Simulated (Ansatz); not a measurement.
Strength of the Sn–H bond: SnH3(CN) → SnH2(CN) + H

Species: SnH3(CN), singlet; SnH2(CN), doublet; H atom, doublet. 

Shapes, held fixed at every level: PBE0-D4/def2-TZVP. Programs: Ansatz 0.2.0. The zero-point and thermal change to 298 K, harmonic and unscaled (PBE0-D4/def2-TZVP), is -15.9 kJ/mol.

```
             level                    kind  ΔH(298 K) (kJ/mol)  less CCSD(T)/def2-TZVPP
     HF/def2-TZVPP            Hartree–Fock              +236.6                    -82.6
  SPW92/def2-TZVPP                     LDA              +340.0                    +20.8
 PBE-D4/def2-TZVPP                     GGA              +299.6                    -19.6
wB97M-V/def2-TZVPP  range-separated hybrid              +316.6                     -2.6
wB97X-V/def2-TZVPP  range-separated hybrid              +323.0                     +3.8
    MP2/def2-TZVPP     perturbation theory              +311.9                     -7.3
  CCSD(T)/def2-SVP   coupled cluster or CI              +303.8                    -15.4
CCSD(T)/def2-TZVPP   coupled cluster or CI              +319.2                      0.0
```

The highest level, CCSD(T)/def2-TZVPP, gives ΔH(298 K) = +319.2 kJ/mol; the levels span +236.6 to +340.0. The column of differences is taken from that level and isn't an error. Hartree–Fock misses the correlation of the pair that is broken and comes out low. No measured value is set beside it here. Open shells run unrestricted unless RO is named. For atoms past krypton def2 sets carry core potentials with scalar relativity. Correlated rows may include outer-core shells of Sn, which these sets cover unevenly.
